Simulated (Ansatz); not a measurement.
Isolated molecules relaxed with PBE0-D4/def2-TZVP in Ansatz; ΔE leaves out vibrations. CCSD(T)/CBS is the MP2 limit (def2-TZVPP, def2-QZVPP) plus CCSD(T) − MP2 in def2-TZVPP, frozen cores. Functionals use def2-TZVPP. B3LYP here is the variant with VWN-RPA as its local correlation; programs differ in this. For Ge outer-core shells are correlated without core-valence functions, which leaves a few kJ/mol of doubt a bond. Scalar relativity is left out up to krypton. One conformer a species, not always the lowest.

Reaction (redistribution): `B[SiH2][CH2][GeH3]` + `CO[SiH2]S[SiH3]` → `CO[SiH2][S][GeH3]` + `B[SiH2]C[SiH3]`

```tsv
level	ΔE (eV)
PBE-D4	0.02
PBE0	0.01
B3LYP	-0.01
SCS-MP2/def2-TZVPP	0.03
```

(1) What does CCSD(T)/CBS give? (Estimate.)

Largest T1 diagnostic among the species: 0.012.

## Answers

(1) The calculation gave: +0.05 eV. The listed levels differ from it by -0.03, -0.04, -0.06, -0.02 eV.

In def2-TZVPP, CCSD(T) changes the Hartree–Fock value by +0.07 eV (the triples alone add +0.01 eV) and MP2 by +0.09 eV.
